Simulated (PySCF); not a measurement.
CH3S (SMILES [CH2]S), doublet, at a GFN2-xTB geometry; BLYP/6-311G** (PySCF).

PySCF was given this input:
```python
from pyscf import gto, scf, dft

mol = gto.M(
    atom='''
C     0.081337    1.122037   -0.125507
S    -0.072916   -0.562038    0.133098
H     0.801812   -0.957823   -0.794812
H    -0.532767    1.739243    0.497872
H     0.409589    1.478970   -1.079581
''',
    basis='6-311g**',
    charge=0,
    spin=1,
    verbose=4,
)

mf = dft.UKS(mol)
mf.xc = 'blyp'
mf.grids.atom_grid = (99, 590)
mf.grids.prune = None
mf.kernel()
```

Write the output that PySCF gives for this input, abridged.


```
PySCF version 2.14.0

[INPUT] verbose = 4
[INPUT] num. atoms = 5
[INPUT] num. electrons = 25
[INPUT] charge = 0
[INPUT] spin (= nelec alpha-beta = 2S) = 1
[INPUT] symmetry False subgroup None
[INPUT] Mole.unit = angstrom
[INPUT] Symbol           X                Y                Z      unit          X                Y                Z       unit  Magmom
[INPUT]  1 C      0.081337000000   1.122037000000  -0.125507000000 AA    0.153704653794   2.120342631629  -0.237173856716 Bohr   0.0
[INPUT]  2 S     -0.072916000000  -0.562038000000   0.133098000000 AA   -0.137791270099  -1.062097891598   0.251518767727 Bohr   0.0
[INPUT]  3 H      0.801812000000  -0.957823000000  -0.794812000000 AA    1.515205083390  -1.810023145809  -1.501977000518 Bohr   0.0
[INPUT]  4 H     -0.532767000000   1.739243000000   0.497872000000 AA   -1.006783718206   3.286692934067   0.940841725089 Bohr   0.0
[INPUT]  5 H      0.409589000000   1.478970000000  -1.079581000000 AA    0.774011033634   2.794848246448  -2.040112419284 Bohr   0.0

nuclear repulsion = 51.0672435128121
number of shells = 32
number of NR pGTOs = 100
number of NR cGTOs = 62
basis = 6-311g**
ecp = {}

******** <class 'pyscf.dft.uks.UKS'> ********
method = UKS
initial guess = minao
damping factor = 0
level_shift factor = 0
DIIS = <class 'pyscf.scf.diis.CDIIS'>
diis_start_cycle = 1
diis_space = 8
diis_damp = 0
SCF conv_tol = 1e-09
SCF conv_tol_grad = None
SCF max_cycles = 50
direct_scf = True
direct_scf_tol = 1e-13
number electrons alpha = 13  beta = 12
XC library pyscf.dft.libxc version 7.1.2
    S. Lehtola, C. Steigemann, M. J. T. Oliveira, and M. A. L. Marques,  SoftwareX 7, 1–5 (2018)
XC functionals = blyp
    A. D. Becke,  Phys. Rev. A 38, 3098 (1988)
    C. Lee, W. Yang, and R. G. Parr,  Phys. Rev. B 37, 785 (1988)
    B. Miehlich, A. Savin, H. Stoll, and H. Preuss,  Chem. Phys. Lett. 157, 200 (1989)
radial grids:
    Treutler-Ahlrichs [JCP 102, 346 (1995); DOI:10.1063/1.469408] (M4) radial grids

becke partition: Becke, JCP 88, 2547 (1988); DOI:10.1063/1.454033
pruning grids: None
grids dens level: 3
symmetrized grids: False
atomic radii adjust function: <function treutler_atomic_radii_adjust>
User specified grid scheme (99, 590)
small_rho_cutoff = 0
Set gradient conv threshold to 3.16228e-05
tot grids = 292056
init E= -438.077120362648

cycle= 1 E= -437.995246107532  delta_E= 0.0819  |g|= 0.264  |ddm|= 1.26
cycle= 2 E= -437.915970585517  delta_E= 0.0793  |g|= 0.439  |ddm|= 0.629
cycle= 3 E= -438.03034420248  delta_E= -0.114  |g|= 0.0533  |ddm|= 0.481
cycle= 4 E= -438.031662341067  delta_E= -0.00132  |g|= 0.032  |ddm|= 0.0905
cycle= 5 E= -438.032171024852  delta_E= -0.000509  |g|= 0.00533  |ddm|= 0.034
cycle= 6 E= -438.032185908546  delta_E= -1.49e-05  |g|= 0.0019  |ddm|= 0.00733
cycle= 7 E= -438.032188150055  delta_E= -2.24e-06  |g|= 0.000436  |ddm|= 0.00255
cycle= 8 E= -438.032188291993  delta_E= -1.42e-07  |g|= 0.000175  |ddm|= 0.000779
cycle= 9 E= -438.03218831306  delta_E= -2.11e-08  |g|= 2.45e-05  |ddm|= 0.000225
cycle= 10 E= -438.032188313501  delta_E= -4.41e-10  |g|= 5.35e-06  |ddm|= 3.6e-05
Extra cycle  E= -438.032188313515  delta_E= -1.44e-11  |g|= 2.98e-06  |ddm|= 1.03e-05
converged SCF energy = -438.032188313515  <S^2> = 0.75262542  2S+1 = 2.0026237
```
